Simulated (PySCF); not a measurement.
A series of related molecules.

All values: B3LYP/def2-SVPD (PySCF) at PBE0-D3(BJ)/def2-SVP geometries, gas phase, one conformer each. Core orbitals are frozen in the response; Δα² is half the sum of the squared differences of the principal polarisabilities.

(1) Rank by dipole moment, lowest first.
A. `[O:1]=[CH:2][NH:3][SiH:4]1[CH2:5][CH2:6]1` with O1–C2–N3–Si4 1°, C2–N3–Si4–C5 -151°
B. `[cH:1]1[cH:2][c:3]([SiH:4]2[CH2:5][CH2:6]2)[cH:7][cH:8][n:9]1` with C2–C3–Si4–C5 154°
C. `[cH:1]1[cH:2][o:3][c:4]([SiH:5]2[CH2:6][CH2:7]2)[cH:8]1` with O3–C4–Si5–C6 101°
D. `[CH3:1][C:2](=[O:3])[SiH:4]1[CH2:5][CH2:6]1` with C1–C2–Si4–C5 -27°
E. `[CH2:1]=[N:2][SiH:3]1[CH2:4][CH2:5]1` with C1–N2–Si3–C4 153°

(2) Rank by polarisability anisotropy Δα, lowest first.
A. `[cH:1]1[cH:2][o:3][c:4]([SiH:5]2[CH2:6][CH2:7]2)[cH:8]1` with O3–C4–Si5–C6 101°
B. `[O:1]=[CH:2][NH:3][SiH:4]1[CH2:5][CH2:6]1` with O1–C2–N3–Si4 1°, C2–N3–Si4–C5 -151°
C. `[cH:1]1[cH:2][c:3]([SiH:4]2[CH2:5][CH2:6]2)[cH:7][cH:8][n:9]1` with C2–C3–Si4–C5 154°
D. `[CH3:1][C:2](=[O:3])[SiH:4]1[CH2:5][CH2:6]1` with C1–C2–Si4–C5 -27°
E. `[CH2:1]=[N:2][SiH:3]1[CH2:4][CH2:5]1` with C1–N2–Si3–C4 153°

(3) Rank by mean static polarisability, highest first.
A. `c1coc([SiH]2CC2)c1`
B. `CC(=O)[SiH]1CC1`
C. `c1cc([SiH]2CC2)ccn1`
D. `C=N[SiH]1CC1`

Results:

(1) C (1.03 D), E (1.31 D), B (1.96 D), D (2.85 D), A (3.38 D).

(2) B (3.79 Å³), D (4.94 Å³), E (6.67 Å³), A (7.55 Å³), C (10.13 Å³).

(3) C (17.22 Å³), A (14.86 Å³), B (12.02 Å³), D (11.12 Å³).

All values together:

| SMILES | formula | μ (D) | HOMO (eV) | LUMO (eV) | α (Å³) | Δα (Å³) | electrons | α per electron (Å³) | ΔSCF removal energy (eV) |
| --- | --- | --- | --- | --- | --- | --- | --- | --- | --- |
| C=N[SiH]1CC1 | C3H7NSi | 1.31 | -6.51 | -1.30 | 11.12 | 6.67 | 46 | 0.242 | 8.71 |
| CC(=O)[SiH]1CC1 | C4H8OSi | 2.85 | -6.77 | -1.58 | 12.02 | 4.94 | 54 | 0.223 | 8.95 |
| c1coc([SiH]2CC2)c1 | C6H8OSi | 1.03 | -6.27 | -0.65 | 14.86 | 7.55 | 66 | 0.225 | 8.14 |
| c1cc([SiH]2CC2)ccn1 | C7H9NSi | 1.96 | -6.63 | -1.53 | 17.22 | 10.13 | 72 | 0.239 | 8.59 |
| O=CN[SiH]1CC1 | C3H7NOSi | 3.38 | -6.78 | -0.39 | 10.94 | 3.79 | 54 | 0.203 | 8.99 |

Conformers: `[CH2:1]=[N:2][SiH:3]1[CH2:4][CH2:5]1` with C1–N2–Si3–C4 153°; `[CH3:1][C:2](=[O:3])[SiH:4]1[CH2:5][CH2:6]1` with C1–C2–Si4–C5 -27°; `[cH:1]1[cH:2][o:3][c:4]([SiH:5]2[CH2:6][CH2:7]2)[cH:8]1` with O3–C4–Si5–C6 101°; `[cH:1]1[cH:2][c:3]([SiH:4]2[CH2:5][CH2:6]2)[cH:7][cH:8][n:9]1` with C2–C3–Si4–C5 154°; `[O:1]=[CH:2][NH:3][SiH:4]1[CH2:5][CH2:6]1` with O1–C2–N3–Si4 1°, C2–N3–Si4–C5 -151°.

**Question.** By how much does the ΔSCF value exceed −ε(HOMO) over the species that have both?

**Answer.** By 1.87 to 2.21 eV, 2.09 eV on average, over 5 species.
